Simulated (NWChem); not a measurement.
System: HTeI; SMILES I[TeH]

NWChem input:

```
start job
memory heap 200 mb stack 900 mb global 1100 mb
geometry units angstroms noautoz
  Te    -0.023849     1.341573     0.000000
  H      1.658300     1.432961     0.000000
  I     -0.042620    -1.398116     0.000000
end
basis spherical
  Te library def2-svpd
  H library def2-svpd
  I library def2-svpd
end
ecp
  Te library def2-ecp
  I library def2-ecp
end
dft
  xc hfexch
  iterations 150
  vectors input atomic output neutral.movecs
end
task dft energy
charge 1
dft
  odft
  mult 2
  vectors input atomic output cation.movecs
end
task dft energy
charge -1
dft
  odft
  mult 2
  vectors input atomic output anion.movecs
end
task dft energy
```

Geometry: optimised at PBE-D3(BJ)/def2-SVP. def2 effective core potentials on Te, I; no spin-orbit coupling.

Ions are spin-unrestricted doublets at the neutral geometry; other ion states weren't tried.

### Question
Predict the main results of this run. (Hartree-Fock/def2-SVPD with def2 effective core potentials on Te, I, vertical spin-unrestricted ions.) Quantities: vertical ionisation energy, ΔSCF (eV); −ε(HOMO) (eV); vertical electron affinity, ΔSCF (eV); −ε(LUMO) (eV).

### Answer
* **vertical ionisation energy, ΔSCF (eV)**: 7.96
* **−ε(HOMO) (eV)**: 8.81
* **vertical electron affinity, ΔSCF (eV)**: 0.83
* **−ε(LUMO) (eV)**: 0.26
